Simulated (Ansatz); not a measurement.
C2H9NOSi can be A, `CC(N)O[SiH3]`, or B, `CC(O)N[SiH3]`.

Computed with Ansatz on PBE0-D4/def2-TZVP structures; ΔE is electronic, products minus reactants. CCSD(T)/CBS adds triple-zeta CCSD(T) − MP2 to the extrapolated MP2 energy (def2 sets, frozen cores). DFT in def2-TZVPP. B3LYP here is the variant with VWN-RPA as its local correlation; programs differ in this. One conformer a species, not always the lowest.

Q: Which isomer does CCSD(T)/CBS put lower? Give the gap. (Best estimate.)

A: Computed: A, by 10.2 kcal/mol.

Q: Give E(B) − E(A) in kcal/mol with PBE0-D4, r2SCAN-D4, PBE-D4, B3LYP, HF/def2-TZVPP, CCSD(T)/def2-TZVPP, B3LYP-D4. (Estimate.)

A: The calculation gave: PBE0-D4 9.4, r2SCAN-D4 10.5, PBE-D4 9.4, B3LYP 10.6, HF/def2-TZVPP 11.8, CCSD(T)/def2-TZVPP 10.3, B3LYP-D4 10.6. None reverses the order clearly.

Largest T1 diagnostic: 0.011.

In def2-TZVPP, CCSD(T) changes the Hartree–Fock value by −1.4 kcal/mol (the triples alone add −0.1 kcal/mol) and MP2 by −1.4 kcal/mol.
